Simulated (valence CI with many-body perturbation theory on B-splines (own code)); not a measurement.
## Sensitivity of CI+MBPT for Yb29+

Computed by valence CI with perturbative core correlation (CI+MBPT): five valence electrons over a frozen Dirac-Fock core [Kr], radial functions for each j: 6 s, 6 p, 5 d, 5 f, 1 g, with the one-electron correlation potential Σ1 (screened to all orders), the two-electron term Σ2, the three-electron term Σ3, Breit, model QED; selected single and double excitations, second order for the rest, scaled by the run's own slope (own B-spline code, finite nucleus).

No measured spectrum was set against this ion. As an estimate, large intervals hold to a few tenths of a per cent, small ones and those within an open d or f shell to about a per cent. Only levels of the ground parity were solved; by the run's estimate the other parity begins above the list, which can be wrong where configurations are misplaced.

The reference run has the lowest level (4d3/2^4 4d5/2) J=5/2 and an ionisation energy of 1114.30 eV. Its largest variational space holds 9996 state functions.

Levels are named by their leading jj configuration (3d3/2^4 stands for four electrons in 3d with j = 3/2), which in mixed levels can hold well under half, so a name can repeat and another be missing. Letters in brackets count levels of one name in rising energy.

```tsv
Level	Reference (cm⁻¹)	Shift (cm⁻¹)
(4d3/2^3 4d5/2^2) J=5/2 [a]	70032	+1792
(4d3/2^3 4d5/2^2) J=7/2 [a]	104166	+2129
(4d3/2^3 4d5/2^2) J=3/2 [a]	107560	+1749
(4d3/2^3 4d5/2^2) J=11/2	111100	+2844
(4d3/2^3 4d5/2^2) J=9/2	121081	+2539
(4d3/2^3 4d5/2^2) J=5/2 [b]	126822	+2343
(4d3/2^3 4d5/2^2) J=1/2	132442	+2117
(4d3/2^3 4d5/2^2) J=7/2 [b]	142780	+2229
(4d3/2^2 4d5/2^3) J=5/2 [a]	174492	+3617
(4d3/2^3 4d5/2^2) J=3/2 [b]	177595	+2292
(4d3/2^2 4d5/2^3) J=7/2 [a]	192764	+4239
(4d3/2^2 4d5/2^3) J=11/2	197696	+4856
```

The ionisation energy moves by +0.27 eV.

Task: Which of these changes was made?
A. three-electron term on → off
B. Breit term on → off
C. Davidson tolerance 2e-05 → 0.03
D. scale of Σ1 1 → 0

Result: B. Breit term on → off.
